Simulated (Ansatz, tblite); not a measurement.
Cost and result up the ladder for `c1cc2ccc3ccc4cncc(c2c1)c34` (25 atoms). Charge 0, multiplicity 1. Geometry: r2SCAN-D4/def2-SVP.

```xyz
25

C     2.429    2.752    0.528
C     2.466    2.206   -0.745
C     1.488    1.166   -0.811
C     1.262    0.412   -1.950
C     0.343   -0.640   -2.177
C    -0.566   -1.167   -1.278
C    -1.494   -2.259   -1.570
C    -2.245   -2.529   -0.462
C    -1.835   -1.620    0.605
C    -2.261   -1.464    1.911
N    -1.717   -0.530    2.729
C    -0.761    0.245    2.262
C    -0.217    0.199    0.928
C     0.828    1.102    0.538
C     1.435    2.083    1.311
C    -0.797   -0.778    0.098
H     3.058    3.568    0.891
H     3.115    2.498   -1.571
H     1.895    0.674   -2.807
H     0.355   -1.084   -3.179
H    -1.552   -2.761   -2.537
H    -3.022   -3.289   -0.370
H    -3.055   -2.088    2.340
H    -0.357    0.983    2.966
H     1.205    2.322    2.350
```

Ansatz on 6 threads of Intel Xeon 6975P-C on a shared host; xTB runs through tblite on one thread. Times are rough, summed over both states, and most runs start from the orbitals of an earlier one. PBE0-D4/def2-SVP serves as the yardstick here, not as an exact answer. The other state is a triplet.

The xTB rows come from tblite.

xTB has no spin-polarisation term.

| level | functions | vertical triplet (eV) | difference from PBE0-D4/def2-SVP (eV) |
| --- | --- | --- | --- |
| PBE0-D4/def2-SVP | 269 | 1.24 | 0.00 |
| PBE-D4/def2-SVP | 269 | 1.27 | 0.03 |
| GFN2-xTB | 73 | 1.40 | 0.16 |
| GFN1-xTB | 82 | 1.44 | 0.20 |

(1) Estimate how long each takes.

Answers

(1) GFN2-xTB 0.045 s; GFN1-xTB 0.056 s; PBE-D4/def2-SVP 7.1 s; PBE0-D4/def2-SVP 14 s. On shared hardware such times vary by a factor of up to 3.
